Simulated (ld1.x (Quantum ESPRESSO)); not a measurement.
**PBEsol TM dataset for Fe, scalar-relativistic all-electron reference.**

```json
{"Element": "Fe (Z = 26)", "Generator": "ld1.x (Quantum ESPRESSO) 7.5", "Type": "norm-conserving Troullier–Martins (Kleinman–Bylander form)", "Functional": "PBEsol", "Relativity": "scalar-relativistic", "Frozen core": "[Ar]", "Valence charge": "8", "Reference configuration": "3d6 4s2 4p0", "Partial waves": "4s (bound): rc 2.50 bohr; 4p (bound, empty): rc 2.60 bohr; 3d (bound): rc 0.80 bohr", "Local potential": "the d channel", "Core correction": "none"}
```

All-electron outer shells of the reference configuration (PBEsol, scalar-relativistic, ld1.x):

| shell | level (eV) | outermost node (bohr) | outermost maximum (bohr) |
| --- | --- | --- | --- |
| 3s | -93.77 | 0.33 | 0.70 |
| 3p | -59.92 | 0.30 | 0.72 |
| 3d | -7.53 | – | 0.71 |
| 4s | -5.31 | 1.00 | 2.41 |
| 4p | -1.30 | 1.10 | 3.29 |

Calculated quality:

```json
{
 "Cutoffs needed": "260 Ry and 300 Ry (the cutoffs (Ry, on a coarse ladder) from which the occupation-weighted sum of valence levels, in a spherical-Bessel basis at the reference potential, stays within 10 and 1 mRy of its value at 400 Ry)",
 "Ghost test": "ghost states, extra bound levels that the all-electron valence spectrum of the same l lacks: s at -568.7 eV, p at -243.9 eV; a true bound ghost makes a file unfit for plane-wave use (spherical-Bessel basis up to 400 Ry, 20 bohr box)",
 "Configuration tests": "3 of 7 tests not solved or not reliable; not counted: 3d6 4s1 4p0 (solver errors, printed error -2.5 eV); 3d5 4s2 4p1 (solver errors, printed error -445 eV); 3d5 4s2 4p0 (solver errors, printed error -16.6 eV)"
}
```

Generation and tests took about 2.7 s on one core of a shared server CPU.
